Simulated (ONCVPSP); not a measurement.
## Eu (Z = 63): ONCV pseudisation with BLYP, fully relativistic reference atom.

| Item | Value |
| --- | --- |
| Element | europium |
| Generator | ONCVPSP 4.0.1 |
| Type | optimised norm-conserving Vanderbilt (ONCV) |
| Functional | BLYP |
| Relativity | fully relativistic |
| Frozen core | [Kr] 4d10 4f6 |
| Valence charge | 11 |
| Reference configuration | 5s2 5p6 5d1 6s1 6p1 |
| Partial waves | 5s+6s: rc 1.80 bohr, ncon 3, nbas 6, qcut 5.7 1/bohr, 2 projectors; 5p+6p: rc 2.70 bohr, ncon 3, nbas 7, qcut 6.3 1/bohr, 2 projectors; 5d: rc 3.05 bohr, ncon 3, nbas 7, qcut 5.5 1/bohr, 3 projectors, debl 2.5 Ha |
| Local potential | polynomial inside 1.20 bohr (lpopt 5, dvloc0 6 Ha) |
| Core correction | Teter function fitted to the true core (icmod 2), fcfact 0.15 |

Open shells are filled in proportion to 2j + 1.

Poles of the logarithmic derivatives, all-electron (AE) and pseudo (PS). s: poles at -0.9 (AE) and -0.9, 3.4 (PS) Ha. p3/2: poles at -0.8, 2.4 (AE) and -0.8, 2.3 (PS) Ha. p1/2: poles at -1.0, 2.2 (AE) and -1.0, 2.1 (PS) Ha. d5/2: poles at 0.2, 2.6 (AE) and 0.2, 2.6 (PS) Ha. d3/2: poles at 0.1, 2.5 (AE) and 0.1, 2.5 (PS) Ha. Test radii: s 1.83, p3/2 2.74, p1/2 2.74, d5/2 3.09, d3/2 3.09 bohr.

- Cutoffs needed: 13 Ha and 16 Ha (the cutoffs (Ha) at which the residual kinetic energy of the hardest occupied pseudo-wave falls to 1 and 0.1 mHa per electron)
- Ghost test: ghosts flagged at negative energy: d5/2 at -1281.5 eV; GHOST(+) flagged for s at 92.7 eV; a true bound ghost makes a file unfit for plane-wave use
- Largest excitation error: +5.6 meV (all-electron minus pseudo) for 5s2 5p6 5d1 6s0 6p0, out of 4 test configurations
- rms error of d²Exc/dni dnj: 5.94 mHa without and 4.15 mHa with the model core
